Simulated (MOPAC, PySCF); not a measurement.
H$_{5}$InN$_{2}$O, SMILES `[NH2][In]([NH2])[OH]`, neutral singlet in the gas phase. 

Cartesian coordinates (Å):
```xyz
9

N      1.9484    -0.3163     0.2874
In     0.0387     0.2240    -0.1480
N     -1.6493    -0.8720     0.1893
O     -0.1565     2.1715    -0.5869
H      2.6476     0.2928    -0.1182
H      2.1981    -1.2755     0.0863
H     -1.5442    -1.8745     0.0995
H     -2.4566    -0.5876    -0.3506
H     -1.0728     2.4627    -0.6277
```
Charge 0, multiplicity 1.

All levels are single points at this geometry (B3LYP-D3(BJ)/def2-TZVP); Pople sets use spherical d functions. Orbital energies aren't observables, and empty levels follow the basis.

```csv
level,HOMO (eV),LUMO (eV),gap (eV),dipole (D),"vertical IE, Delta-SCF (eV)"
B3LYP-D3(BJ)/def2-TZVP in PySCF,-6.85,-1.51,5.33,2.86,9.03
PBE-D3(BJ)/def2-TZVP in PySCF,-5.70,-2.02,3.68,2.69,–
B3LYP/6-311+G** (LANL2DZ on In) in PySCF,-6.96,-1.50,5.45,3.19,–
B3LYP/6-31G* (LANL2DZ on In) in PySCF,-6.35,-0.82,5.53,3.16,8.69
B3LYP/LANL2DZ in PySCF,-6.52,-1.17,5.35,3.83,–
BP86/6-31G* (LANL2DZ on In) in PySCF,-5.30,-1.50,3.80,2.99,–
PBE/6-31G* (LANL2DZ on In) in PySCF,-5.20,-1.45,3.75,2.96,–
SVWN5/6-31G* (LANL2DZ on In) in PySCF,-5.28,-1.53,3.75,3.09,–
HF/6-31G* (LANL2DZ on In) in PySCF,-10.28,2.16,12.44,3.71,–
AM1 in MOPAC,-9.58,-1.27,8.30,2.99,–
PM3 in MOPAC,-9.34,-1.79,7.55,2.81,–
PM6 in MOPAC,-9.81,0.05,9.87,4.15,–
PM7 in MOPAC,-9.47,-0.56,8.91,4.07,–
```
